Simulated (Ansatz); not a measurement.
Consider the silylene formation by 1,1-elimination: `FC[SiH](F)F` → `FCF` + `F[SiH]`.

Isolated molecules relaxed with PBE0-D4/def2-TZVP in Ansatz; ΔE leaves out vibrations. CCSD(T)/CBS adds triple-zeta CCSD(T) − MP2 to the extrapolated MP2 energy (def2 sets, frozen cores). This one scheme is used for every species. DFT in def2-TZVPP. B3LYP here is the variant with VWN-RPA as its local correlation; programs differ in this. HSE06 is defined as in plane-wave codes. One conformer a species, not always the lowest.

| level | ΔE (kcal/mol) | difference from CCSD(T)/CBS |
| --- | --- | --- |
| LDA (SPW92) | 93.9 | 0.7 |
| PBE-D4 | 88.2 | -5.0 |
| revPBE-D4 | 87.2 | -6.0 |
| BLYP-D4 | 86.0 | -7.2 |
| r2SCAN-D4 | 95.9 | 2.7 |
| B97M-V | 91.4 | -1.8 |
| B3LYP-D4 | 89.7 | -3.5 |
| r2SCANh-D4 | 96.4 | 3.2 |
| r2SCAN0-D4 | 97.1 | 3.9 |
| HSE06-D4 | 91.9 | -1.3 |
| BHLYP-D4 | 93.8 | 0.6 |
| ωB97X-V | 92.6 | -0.6 |
| ωB97M-V | 90.0 | -3.2 |
| B2PLYP | 90.7 | -2.5 |
| PBE-QIDH | 95.3 | 2.1 |
| PBE | 86.5 | -6.7 |
| revPBE | 82.9 | -10.3 |
| BLYP | 82.4 | -10.8 |
| r2SCAN | 95.5 | 2.3 |
| PBE0 | 90.6 | -2.6 |
| B3LYP | 87.1 | -6.1 |
| r2SCAN0 | 96.6 | 3.4 |
| HSE06 | 90.6 | -2.6 |
| BHLYP | 91.7 | -1.5 |
| CAM-B3LYP | 90.6 | -2.6 |
| LC-ωPBE | 94.4 | 1.2 |
| HF/def2-SVP | 81.8 | -11.4 |
| CCSD/def2-SVP | 81.0 | -12.2 |
| CCSD(T)/def2-SVP | 80.9 | -12.3 |
| HF/def2-TZVPP | 89.4 | -3.8 |
| MP2/def2-TZVPP | 95.9 | 2.7 |
| SCS-MP2/def2-TZVPP | 92.8 | -0.4 |
| CCSD/def2-TZVPP | 90.3 | -2.9 |
| CCSD(T)/def2-TZVPP | 90.4 | -2.8 |
| HF/def2-QZVPP | 89.9 | -3.3 |
| MP2/def2-QZVPP | 97.7 | 4.5 |
| SCS-MP2/def2-QZVPP | 94.7 | 1.5 |
| HF/CBS(def2) | 89.9 | -3.3 |
| MP2/CBS(def2) | 98.7 | 5.5 |
| CCSD/CBS(def2) | 93.1 | -0.1 |
| CCSD(T)/CBS | 93.2 | 0 |

Largest T1 diagnostic among the species: 0.015.

From PBE to PBE0 (25 % exact exchange), in def2-TZVPP and without D4, ΔE moves by +4.1 kcal/mol. Leaving LDA and LC-ωPBE aside and taking each functional with its dispersion term where it has one, the values spread over 11.1 kcal/mol, from BLYP-D4 to r2SCAN0-D4. LDA lies +7.4 kcal/mol from PBE without D4. The D4 term adds +2.7 kcal/mol with B3LYP and +1.4 kcal/mol with PBE0; it sums over pairs of atoms, weighted by their polarisabilities, and B3LYP, whose exchange is more repulsive, gets the larger term.
